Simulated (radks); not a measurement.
Task: Coherent X-ray form factor from a spherical all-electron density. Method: scalar-relativistic Kohn-Sham, revPBE, spin-unpolarised, spherical densities, finite nucleus; Fermi nuclear charge, rms radius of each element as measured or else 0.836 A^(1/3) + 0.57 fm; computed with a radial shooting solver on a logarithmic mesh with Libxc functionals.

sin(theta)/lambda (1/angstrom),f0 (electrons)
0.05,52.922
0.1,50.146
0.15,46.624
0.2,43.125
0.25,39.991
0.3,37.260
0.4,32.665
0.5,28.781
0.6,25.471
0.8,20.615
1,17.572
1.25,14.858
1.5,12.464
2,8.534

The species is in the configuration that NIST lists as its ground one. Which atom or ion scatters so?

Result: Neutral xenon, [Xe]. Extrapolating in s^2 from the first two rows gives f0(0) = 53.8, near the electron count 54; among species with that count, the fall with angle is slower the higher Z, and the table is that of Z = 54; from so few rows the species is fixed only to a neighbour or two.
